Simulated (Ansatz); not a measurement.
```yaml
crystal:
  periodic: [false, false, false]
  atoms:
    - {symbol: N, position_ang: [-0.523816, 0.526399, 1.051886]}
    - {symbol: Nb, position_ang: [0.238969, -0.227384, -0.299450]}
    - {symbol: F, position_ang: [1.626691, -1.274217, 0.357412]}
    - {symbol: Cl, position_ang: [-1.348091, -1.495880, -1.348453]}
    - {symbol: Cl, position_ang: [1.013811, 1.443019, -1.655011]}
    - {symbol: H, position_ang: [-0.965463, 0.963962, 1.847517]}
basis:
  gaussian: {orbitals: def2-TZVPD}
total_charge: 1
magnetization: {spin_polarized: true, initial_magnetization: 1}
hamiltonian: {xc: {name: HSE06}}
accuracy: high
output: {forces: true}
```

```sh
$ ansatz run in.yaml --threads 4 --pin off --events-out ev --progress --plain --max-ram 10444MiB
```

Output, abridged:

```
Functional definition: HSE06
3474 factors; integrals over basis functions are off by at most 6.8e-9 eV
164 factors; integrals over basis functions are off by at most 1.2e-9 eV
mean field evaluation 1: about -30782.7698 eV, gradient 7.5e1 eV
mean field evaluation 2: about -30567.7536 eV, gradient 2.3e2 eV
mean field evaluation 4: about -30788.8783 eV, gradient 5.6e1 eV
mean field evaluation 8: about -30803.7812 eV, gradient 1.2e0 eV
mean field evaluation 16: about -30803.8578 eV, gradient 1.2e-2 eV
mean field -30804.03027205 eV, -1132.0272327762 hartree, gradient 3.8e-8 eV, S^2 0.773319; 3 other end points of the search recorded, 0 dependent functions left out
reference -30804.03027962 eV, -1132.0272330546 hartree; 32, 31 occupied and 186, 187 virtual orbitals, 3474 factors
Total energy: -30804.03027962 eV, -1132.0272330546 hartree
Atom 0 at    -0.523816     0.526399     1.051886 Å, force    -1.796191     1.741023     2.857737 eV/Å
Atom 1 at     0.238969    -0.227384    -0.299450 Å, force     2.714598    -2.626862    -4.268198 eV/Å
Atom 2 at     1.626691    -1.274217     0.357412 Å, force    -0.926733     0.703188    -0.400188 eV/Å
Atom 3 at    -1.348091    -1.495880    -1.348453 Å, force     0.594667     0.566500     0.624873 eV/Å
Atom 4 at     1.013811     1.443019    -1.655011 Å, force    -0.355245    -0.615330     0.748096 eV/Å
Atom 5 at    -0.965463     0.963962     1.847517 Å, force    -0.231096     0.231482     0.437680 eV/Å
Dipole moment:    -0.422554     0.378492     0.373840 e Å
```

Hardware: 4 threads of an Intel Xeon Platinum 8488C on a shared host. Wall time 34 s, peak host memory 1.7 GiB.
